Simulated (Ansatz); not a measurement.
Reaction (ligand exchange at a Ge–F bond): `[F][Ge][SH]` + HCl → `[SH][Ge][Cl]` + H–F

Isolated molecules relaxed with PBE0-D4/def2-TZVP in Ansatz; ΔE leaves out vibrations. CCSD(T)/CBS adds triple-zeta CCSD(T) − MP2 to the extrapolated MP2 energy (def2 sets, frozen cores). This one scheme is used for every species. Functionals use def2-TZVPP. B3LYP here is the variant with VWN-RPA as its local correlation; programs differ in this. For Ge outer-core shells are correlated without core-valence functions, which leaves a few kJ/mol of doubt a bond. Scalar relativity is left out up to krypton. One conformer a species, not always the lowest.

(1) Is it downhill or uphill in electronic energy at CCSD(T)/CBS, and by how much? (Best estimate.)

(2) What do these levels give: CAM-B3LYP-D4, B3LYP, CCSD/def2-SVP, SCS-MP2/def2-TZVPP, MP2/def2-QZVPP, SCS-MP2/def2-QZVPP? (An estimate is asked.)

Largest T1 diagnostic among the species: 0.015.

## Answers

(1) Computed: Downhill: ΔE = -3.0 kcal/mol.

(2) The calculation gave: CAM-B3LYP-D4 -0.1, B3LYP -0.7, CCSD/def2-SVP 0.0, SCS-MP2/def2-TZVPP -1.7, MP2/def2-QZVPP -3.6, SCS-MP2/def2-QZVPP -2.1 kcal/mol.

The D4 term adds −1.3 kcal/mol with B3LYP and −0.7 kcal/mol with PBE0; it sums over pairs of atoms, weighted by their polarisabilities, and B3LYP, whose exchange is more repulsive, gets the larger term. At CCSD(T), def2-SVP lies +2.9 kcal/mol from the extrapolated value and def2-TZVPP +1.1 kcal/mol.
